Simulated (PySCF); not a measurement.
Constitutional and geometric isomers with formula C2H6Si. Isolated molecules, 0 K electronic values unless said otherwise. Strings in code marks are SMILES.

The numbers are results of ωB97X-D3(BJ)/def2-TZVP // PBE0-D3(BJ)/def2-TZVP (PySCF), not measurements. Excitations are Tamm–Dancoff values on a coarser integration grid. The basis has no diffuse functions, so Rydberg states are missing or too high.

```
species       brightest of the four lowest singlets (TDA) (eV)  HOMO (eV)
------------  ------------------------------------------------  ---------
`CC=[SiH2]`                                                [?]      -8.37
`C=[SiH]C`                                                5.74      -8.50
`[SiH3]C=C`                                               7.76     -10.42
`C1[SiH2]C1`                                              6.87        [?]
```

Complete the blanks.


- `CC=[SiH2]`, brightest of the four lowest singlets (TDA) (eV): 5.33
- `C1[SiH2]C1`, HOMO (eV): -9.28
